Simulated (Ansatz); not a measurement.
**Cost against result**

Saddle point of SiNH₅OF₂, closed shell (SiH₂OF₂ ([OH][SiH]([F])[F]) + NH₃ → SiNH₃F₂ ([NH2][SiH]([F])[F]) + H₂O; bonds formed: O2–H6; dative contacts that become bonds: Si1–N7; bonds broken: Si1–O2, H6–N7), PBE0-D4/def2-TZVP structure:

```tsv
atom	x (Å)	y (Å)	z (Å)
Si1	0.4746	0.6166	0.2218
O2	0.8843	-1.1683	-0.4263
F3	-0.1595	2.0427	0.6896
F4	0.9079	0.1306	1.6897
H5	1.4396	1.1477	-0.7515
H6	-0.3356	-1.0956	-0.4805
N7	-1.1264	-0.1087	-0.3416
H8	1.2718	-1.7671	0.2168
H9	-1.8493	-0.0989	0.3684
H10	-1.5075	0.3010	-1.1865
```

Barriers are electronic and count from the start structure reached by relaxing down the imaginary mode.

Ansatz 0.2.0; basis: as named in each row; cores frozen in the correlated methods. B3LYP uses VWN-RPA correlation. Extrapolation: Hartree–Fock as exp(−7.88 √X), correlation as X^−2.97.

Times are rough, for one single point on 4 threads of a shared host (AMD EPYC).

The estimate by CCSD(T) at an estimated basis limit (MP2 extrapolated from triple and quadruple zeta, plus CCSD(T) − MP2 in triple zeta) is 1.537 eV.

| method | basis | time (s) | barrier (eV) | method less estimate |
| --- | --- | --- | --- | --- |
| HF | STO-3G | under 1 | 1.216 | -0.320 |
| PBE-D4 | STO-3G | under 1 | -0.189 | -1.726 |
| SPW92 | def2-SVP | 1 | 0.929 | -0.608 |
| B3LYP-D4 | 6-31G | 1 | 1.062 | -0.474 |
| PBE-D4 | def2-SVP | 1 | 1.128 | -0.409 |
| PBE0-D4 | def2-SVP | 2 | 1.280 | -0.257 |
| SPW92 | def2-TZVPP | 2 | 1.060 | -0.477 |
| PBE-D4 | def2-TZVPP | 3 | 1.248 | -0.289 |
| BLYP-D4 | def2-TZVPP | 3 | 1.359 | -0.177 |
| B3LYP-D4 | def2-TZVPP | 4 | 1.458 | -0.079 |
| BHLYP-D4 | def2-TZVPP | 4 | 1.625 | 0.088 |
| wB97M-V | def2-SVP | 6 | 1.355 | -0.182 |
| r2SCAN-D4 | def2-TZVPP | 6 | 1.398 | -0.139 |
| PBE0-D4 | def2-TZVPP | 6 | 1.386 | -0.151 |
| CAM-B3LYP-D4 | def2-TZVPP | 6 | 1.467 | -0.070 |
| r2SCAN0-D4 | def2-TZVPP | 6 | 1.480 | -0.056 |
| B97M-V | def2-TZVPP | 9 | 1.573 | 0.036 |
| RPA on PBE | def2-TZVPP | 9 | 1.518 | -0.019 |
| B2PLYP | def2-TZVPP | 10 | 1.496 | -0.040 |
| PBE-QIDH | def2-TZVPP | 10 | 1.486 | -0.050 |
| CCSD(T) | def2-SVP | 10 | 1.525 | -0.012 |
| wB97X-V | def2-TZVPP | 10 | 1.481 | -0.056 |
| wB97M-V | def2-TZVPP | 11 | 1.474 | -0.063 |
| MP2 | def2-QZVPP | 35 | 1.488 | -0.049 |
| CCSD(T) | def2-TZVPP | 230 | 1.538 | 0.001 |

All methods are single points on the PBE0-D4 structures; a negative value means that the method puts the saddle structure below the start.

No T1 diagnostic of these runs exceeds 0.012.

Labels in which every atom is bracketed show which atoms are joined, not bond orders.
